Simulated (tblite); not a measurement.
Problem. Give a GFN2-xTB geometry of `C(C([SiH3])(CO)[SiH3])CF`.

Solution. 
Z-matrix in Å and degrees, rows numbered from 1:
```
O 
C   1  1.4152
C   2  1.5209  1  106.75
Si  3  1.9085  2  110.16  1   158.71
Si  3  1.9215  2  103.66  1    38.29
C   3  1.5320  2  110.25  1   -76.40
C   6  1.5212  3  115.25  2   -74.44
F   7  1.3779  6  110.57  3   -73.40
H   1  0.9624  2  110.41  3  -169.94
H   2  1.1000  1  109.95  3  -122.57
H   2  1.0984  1  109.94  3   119.08
H   4  1.4682  3  107.23  2   -66.66
H   4  1.4648  3  110.79  2    49.71
H   4  1.4567  3  109.74  2   173.44
H   5  1.4595  3  111.67  2   -77.12
H   5  1.4615  3  109.41  2    46.78
H   5  1.4692  3  107.17  2   164.68
H   6  1.0927  3  109.04  2    46.92
H   6  1.0928  3  109.33  2   164.58
H   7  1.0941  6  112.55  3    45.27
H   7  1.0954  6  111.29  3   168.86
```

O1 (alcohol oxygen) is bent (angle 110.4°). Si4 (SiH3 silicon) is tetrahedral (angles from 107.0° to 111.6°). Of the pairs four or more bonds apart, Si4···F8 is among the closest relative to their van der Waals radii: 2.91 Å, 81 % of the sum of Bondi's values.

The geometry is computed with GFN2-xTB (gas phase).

Point group: C1 (no symmetry element, even within 0.4 Å). Its GFN2-xTB frequencies are all real (lowest 67 cm⁻¹). One conformer, not necessarily the lowest (H–O1–C2–C3 -170°, O1–C2–C3–Si4 159°, C2–C3–C6–C7 -74°, C3–C6–C7–F8 -73°). 3 starts were optimised and ended at 0.00, 0.40 and 0.70 kcal/mol (GFN2-xTB); the lowest of these is shown.

The run took 2.0 s wall on one thread, Arm Neoverse N1 (aarch64) (shared host). That covers the optimisation of the geometry.
